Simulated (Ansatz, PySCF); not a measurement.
CH₃GaI₂, SMILES [CH3][Ga]([I])[I]. Atoms are numbered in the order given.

```xyz
7

Ga     0.6843    -0.2052     0.4272
I     -1.3136    -1.6900     0.3422
I      0.5043     1.9317    -0.8404
C      2.3037    -0.6868     1.4046
H      2.7126     0.1993     1.9106
H      3.0521    -1.0524     0.6845
H      2.0918    -1.4784     2.1359
```
Charge 0, spin multiplicity 1.

Geometry: PBE0-D3(BJ)/def2-SVP. The def2 effective core potentials stand for the cores of I; spin–orbit coupling is left out.

Vertical ionisation energy (IE) and electron affinity (EA) in eV. Rows of orbital energies are one-electron estimates. Where ΔSCF, EOM or ADC give a negative EA the extra electron is unbound and the value depends on the basis.

| level | IE | EA |
|---|---|---|
| −ε(HOMO), −ε(LUMO), PBE0/def2-TZVP (PySCF) | 7.52 | 1.63 |
| −ε(HOMO), −ε(LUMO), PBE/def2-TZVP (PySCF) | 6.40 | 2.35 |
| ΔSCF, PBE0/def2-SVPD (Ansatz), final states of multiplicity 2 and 2 | 9.34 | 0.20 |
| ΔSCF, PBE/def2-SVPD (Ansatz), final states of multiplicity 2 and 2 | 9.00 | 0.31 |

Task: What vertical singlet–triplet gap does ΔSCF give with PBE0/def2-SVPD (Ansatz, a first-principles code) and with PBE/def2-SVPD (Ansatz)? (The exact figures need the calculation; the answer reports its results.)

Result: 4.56 and 4.16 eV (triplet above singlet where positive).
